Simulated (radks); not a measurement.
Results of a calculation; reference values are marked as such.
Correlation energies from several functionals, in hartree. Species: Sn21+ [Ar] 3d10 4s1; I2+ [Kr] 4d10 5s2 5p3; Sr+ [Kr] 5s1; Au+ [Xe] 4f14 5d10. Level of theory: non-relativistic Kohn-Sham, exchange-only LDA, spin-polarised, spherical densities, point nucleus (a radial shooting solver on a logarithmic mesh with Libxc functionals). Every spin shell is full or empty, so the densities are truly spherical. Functionals are evaluated on that one density, not self-consistently.

[
 {"functional": "PW92", "Sn21+": "-3.2668", "I2+": "-4.9514", "Sr+": "-3.4008", "Au+": "-8.1702"},
 {"functional": "PZ", "Sn21+": "-3.2706", "I2+": "-4.9481", "Sr+": "-3.3988", "Au+": "-8.1764"},
 {"functional": "Wigner", "Sn21+": "-1.5727", "I2+": "-2.6697", "Sr+": "-1.9384", "Au+": "-4.2337"},
 {"functional": "PBE", "Sn21+": "-1.6048", "I2+": "-2.7595", "Sr+": "-1.8228", "Au+": "-4.8113"},
 {"functional": "AM05", "Sn21+": "-3.0328", "I2+": "-4.6194", "Sr+": "-3.1455", "Au+": "-7.6986"},
 {"functional": "TPSS", "Sn21+": "-1.6065", "I2+": "-2.7598", "Sr+": "-1.8243", "Au+": "-4.8089"},
 {"functional": "SCAN", "Sn21+": "-1.5995", "I2+": "-2.7580", "Sr+": "-1.8259", "Au+": "-4.8460"},
 {"functional": "B95", "Sn21+": "-2.1286", "I2+": "-3.3817", "Sr+": "-2.2059", "Au+": "-5.9625"}
]
